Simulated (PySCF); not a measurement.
A structure optimised at PBE0-D3(BJ)/def2-TZVPD, used in a PySCF frequency run:

```xyz
2

Au     0.0000     0.0000    -1.2627
Au     0.0000     0.0000     1.2627
```
Charge 0, spin multiplicity 1.

Question: Write its SMILES, formula and point group.

Answer: [Au][Au], Au2, D∞h

Question: What are its rotational constants (standard atomic weights)?

Answer: 0.80463 GHz (linear rotor, B only)
